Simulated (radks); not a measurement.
Values are calculated unless marked as measured or tabulated.
Q: The mean radii <r> (bohr) of the occupied orbitals of an atom or ion are listed with their occupations. Code: a radial shooting solver on a logarithmic mesh with Libxc functionals. Model: Dirac Kohn-Sham, PBE, spin-unpolarised, spherical densities, point nucleus.

orbital      occ.      <r>
1s1/2           2  0.02273
2s1/2           2  0.09514
2p1/2           2  0.07952
2p3/2           4  0.08587
3s1/2           2   0.2305
3p1/2    0.666667   0.2177
3p3/2     1.33333   0.2272

Name the element and its charge. Open shells, if any, are shared by 2j + 1.

A: Z = 62, samarium, charge +48: Sm48+ in [Ne] 3s2 3p2. The 1s radius gives Z: for a bare nucleus <r> = (2 gamma + 1)/(2Z) with gamma = sqrt(1 - (Z/c)^2), 0.02245 bohr for Z = 62, and screening makes it slightly larger (0.02273 here). The occupations add up to 14, and the charge is Z minus that.
